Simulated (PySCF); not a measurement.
# Polarisability of `C=C(C)C[c+]1cc1`

Species: C7H9 (charge +1).
SMILES with atom numbers: `[CH2:1]=[C:2]([CH3:3])[CH2:4][c+:5]1[cH:6][cH:7]1` (hydrogens: H8, H9 on C1; H10, H11, H12 on C3; H13, H14 on C4; H15 on C6; H16 on C7)

Cartesian coordinates in Å at the GFN2-xTB level; atoms count from 1:
```
atom  x, y, z in Å
C1    -1.411    1.172    0.403
C2    -0.890   -0.046    0.397
C3    -1.341   -1.173   -0.463
C4     0.266   -0.391    1.375
C5     1.314    0.108    0.549
C6     2.118    1.163    0.091
C7     2.157   -0.023   -0.566
H8    -2.267    1.411   -0.204
H9    -1.046    1.962    1.037
H10   -0.511   -1.615   -1.011
H11   -2.088   -0.835   -1.176
H12   -1.786   -1.957    0.151
H13    0.306   -1.468    1.532
H14    0.160    0.147    2.315
H15    2.458    2.170    0.184
H16    2.552   -0.618   -1.359
```

Level: CAM-B3LYP/def2-SVPD (PySCF), static field, nuclei fixed, core orbitals frozen in the response. The polarisability tensor in these axes (au):

```
x   83.04 -0.88 -3.80
y   -0.88 73.40  3.40
z   -3.80  3.40 59.64
```

Task: What are the eigenvalues, a third of the trace, and Δα (Δα² = ½Σ(αi − αj)² over the three pairs)?

Result: Principal values 58.34, 73.90 and 83.84 au; mean 72.03 au = 10.67 Å³ = 11.88 × 10⁻⁴⁰ C²·m²/J; Δα = 22.26 au (31 % of the mean).

Task: What depolarisation ratio follows for Rayleigh scattering of linearly polarised light, taking the static tensor?

Result: ρ = 3Δα²/(45ᾱ² + 4Δα²) = 1485.9/(233453 + 1981.2) = 0.00631.

Task: Give the eigenvalues of the traceless quadrupole moment Θ = ½Σq(3rr − r²1), origin at the centre of nuclear charge.

Result: -9.51, -2.30, 11.82 D·Å. The values depend on the origin, since the species is charged. The electronic extent ⟨r²⟩ about the same centre is 752 bohr², a root-mean-square distance of 2.05 Å for the 50 electrons.

Task: Give the principal axes and the span of the nuclei along them.

Result: Largest value along (0.98, -0.14, -0.17), where the nuclei span 5.18 Å; middle along (0.17, 0.97, 0.19), 4.72 Å; least along (0.14, -0.21, 0.97), 3.49 Å. The response follows the extents in order.

Task: Form Σ f/ω² (atomic units) for the 8 lowest TDDFT singlets, given as eV and f, and set it beside the mean polarisability, which is this sum over all singlets: 4.76, 0.1017; 5.03, 0.0273; 6.65, 0.0511; 6.89, 0.0073; 6.96, 0.0623; 7.26, 0.0152; 7.61, 0.1547; 7.73, 0.0449.

Result: They add up to 8.79 au, 12.2 % of the 72.03 au; the largest single term is 3.32 au, from the state at 4.76 eV. Terms in order: 3.32, 0.80, 0.86, 0.11, 0.95, 0.21, 1.98, 0.56 au. Higher excitations give the rest. The strengths listed sum to 0.465.

Isolated species at its GFN2-xTB geometry (one conformer only).

These values come from a run that also computed excited states. Hardware: Arm Neoverse N1, one thread, on a shared host. Cost: 74 s of wall time, 0.96 GiB resident at most.
